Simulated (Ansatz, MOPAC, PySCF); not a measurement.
Molecule: SnH$_{3}$ (charge -1, singlet). SMILES: [SnH3-]
Structure (B3LYP-D3(BJ)/def2-TZVP (Ansatz, a quantum-chemistry and plane-wave program) minimum search):
```
Sn
H 1 1.8076
H 1 1.8076 2 92.58
H 1 1.8076 2 92.58 3 92.70
```
Charge -1, spin multiplicity 1.

Unscaled harmonic wavenumbers (cm⁻¹) in rising order, each level at the stationary point that it reaches from this structure (no distance between atoms moves by over 0.3 Å); the order of modes can differ between levels, and a negative number is imaginary. B3LYP-D3(BJ)/def2-TZVP (PySCF, at the structure above): 730, 743, 743, 1543, 1543, 1545.

PM6 (MOPAC): 779, 824, 824, 2286, 2286, 2304. Zero-point energy 13.3 against 9.8 kcal/mol; where all levels lie over 400 cm⁻¹, the wavenumbers are on average 1.290 times those of B3LYP-D3(BJ)/def2-TZVP.

HF/3-21G (Ansatz): 809, 815, 815, 1652, 1652, 1689. Zero-point energy 10.6 against 9.8 kcal/mol; where all levels lie over 400 cm⁻¹, the wavenumbers are on average 1.089 times those of B3LYP-D3(BJ)/def2-TZVP.

HF/6-31G* with LANL2DZ past Ar (Ansatz): 823, 841, 841, 1609, 1609, 1631. Zero-point energy 10.5 against 9.8 kcal/mol; where all levels lie over 400 cm⁻¹, the wavenumbers are on average 1.089 times those of B3LYP-D3(BJ)/def2-TZVP.

B3LYP/6-31G* with LANL2DZ past Ar (Ansatz): 757, 770, 770, 1539, 1540, 1540. Zero-point energy 9.9 against 9.8 kcal/mol; where all levels lie over 400 cm⁻¹, the wavenumbers are on average 1.017 times those of B3LYP-D3(BJ)/def2-TZVP.
